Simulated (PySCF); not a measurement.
Computed IR spectrum (relative IR intensity) of a molecule C2H10N2Si2. Coordinates come from a B3LYP-D3(BJ)/def2-SVP optimisation. One conformer was computed; it need not be the lowest. The numbers are results of B3LYP-D3(BJ)/def2-SVP run with PySCF, not measurements. Frequencies are harmonic and unscaled.

Lines under 2 % of the strongest are left out, and lines within 2 cm⁻¹ are merged.

ν (cm⁻¹): 229 (m), 356 (vw), 379 (vw), 428 (m), 582 (w), 630 (w), 708 (w), 717 (w), 726 (m), 741 (w), 767 (vw), 873 (w), 923 (vs), 937 (m), 961 (w), 968 (m), 988 (w), 1013 (m), 1161 (vw), 1369 (w), 1441 (vw), 1445 (vw), 1507 (m), 1734 (s), 2155 (m), 2170 (m), 2194 (m), 2231 (m), 2234 (m), 3527 (w), 3666 (w) (against the strongest line: vs over 80 %, s over 45 %, m over 15 %, w over 4 %, vw less)

Problem. Identify the compound among the candidates.
A) N[C@H]1[SiH2]C[Si@@H]1N
B) N[Si@@H]1C[SiH2]CN1
C) C[Si@H](N)/C=N/[SiH3]
D) C/C(=N\[SiH3])[SiH2]N

Solution. D, C/C(=N\[SiH3])[SiH2]N
